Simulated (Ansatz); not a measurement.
Reaction (substitution at a C–Si bond): `OC(O)[SiH2]Cl` + H₂Se → `OC(O)[SeH]` + `[SiH3]Cl`

Isolated molecules relaxed with PBE0-D4/def2-TZVP in Ansatz; ΔE leaves out vibrations. CBS: MP2 limit from def2 TZ/QZ plus the TZ coupled-cluster correction, frozen cores. This one scheme is used for every species. Functionals use def2-TZVPP. For Se outer-core shells are correlated without core-valence functions, which leaves a few kJ/mol of doubt a bond. Scalar relativity is left out up to krypton. Each species was taken in one conformer, which may not be the lowest.

CCSD(T)/CBS gives +28.7 kJ/mol.

Another level gave +29.8 kJ/mol. Which?
A. CCSD/def2-TZVPP
B. revPBE/def2-TZVPP
C. LC-ωPBE/def2-TZVPP
D. SCS-MP2/def2-TZVPP

A. CCSD/def2-TZVPP 29.8, SCS-MP2/def2-TZVPP 24.8, LC-ωPBE 34.1, revPBE 20.4 kJ/mol.

Largest T1 diagnostic among the species: 0.011.

Leaving LDA and LC-ωPBE aside and taking each functional with its dispersion term where it has one, the values, not all of them listed here, spread over 9.8 kJ/mol, from revPBE-D4 to CAM-B3LYP-D4. From BLYP to BHLYP (50 % exact exchange), in def2-TZVPP and without D4, ΔE moves by +6.6 kJ/mol.

CCSD(T)/CBS has its own doubt, a few kJ/mol and more with outer-core shells, so smaller differences from it don't rank the levels.
